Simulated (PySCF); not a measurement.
C₃H₆PSi (charge -1).
Structure used (PBE0-D3(BJ)/def2-SVP), in Å, numbered top down from 1:
```
atom  x, y, z in Å
C1     2.6238   -0.9764    0.5318
C2     1.7260   -0.2110    0.8940
P3     0.5027    0.8995    1.4828
C4    -0.4050    1.1773   -0.1740
Si5   -1.4859   -0.3233   -0.4083
H6     3.3693   -1.6824    0.2237
H7     0.2823    1.3576   -1.0178
H8    -1.0387    2.0754   -0.0661
H9    -0.7176   -1.6054   -0.3715
H10   -2.2476   -0.3694   -1.7358
H11   -2.5725   -0.3671    0.6272
```

The closed-shell ground state was solved at several levels (PySCF, density fitting, gas phase, non-relativistic). The HOMO energy is positive, so at this level the finite basis confines the outermost electrons. No diffuse functions stand in pcSseg-1 and pcSseg-2, which bears on an anion's orbital energies.

| level | basis functions | HOMO (eV) | LUMO (eV) | gap (eV) |
| --- | --- | --- | --- | --- |
| KT2/pcSseg-2 | 278 | 0.94 | 3.20 | 2.26 |
| B3LYP/def2-SVPD | 156 | 0.42 | 3.89 | 3.47 |

Estimate the row for PBE0/pcSseg-1, a basis of 129 functions; the other rows only guide the guess.

HOMO 0.36 eV, LUMO 4.67 eV, gap 4.31 eV.

Over all these levels, which gives the widest orbital gap and which the narrowest?

PBE0/pcSseg-1 (global hybrid, 25 % exact exchange) has the widest, 4.31 eV, and KT2/pcSseg-2 (GGA) the narrowest, 2.26 eV. Functional and basis both differ between the two, so the spread mixes both effects.

One conformer stands for the species.
